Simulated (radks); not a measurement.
Results of a calculation; reference values are marked as such.
Problem. These are the eigenvalues of the occupied orbitals of an atom or ion with whole-number occupations (hartree). Code: a radial shooting solver on a logarithmic mesh with Libxc functionals. Model: Dirac Kohn-Sham, exchange-only PBE, spin-unpolarised, spherical densities, finite nucleus; Fermi nuclear charge, rms radius of each element as measured or else 0.836 A^(1/3) + 0.57 fm.

orbital  eigenvalue
1s1/2     -434.2731
2s1/2     -58.28055
2p1/2     -52.46847
2p3/2     -51.12375
3s1/2     -10.49553
3p1/2      -8.53377
3p3/2      -8.34303
3d3/2      -4.97336
3d5/2      -4.94406

Which element is it, and in what charge state? The configuration may be excited. Open shells, if any, fill j = l - 1/2 first.

Solution. Z = 33, arsenic, charge +6: As6+ in [Ar] 3d9. The list shows which subshells hold electrons but not how many an open one holds; the 1s level, -434.27 hartree, gives Z - s = 29.5 by -(Z - s)^2/2, which with screening and relativity narrows Z to a few neighbours, and the depths of the outer levels then fix element, charge and occupations together.
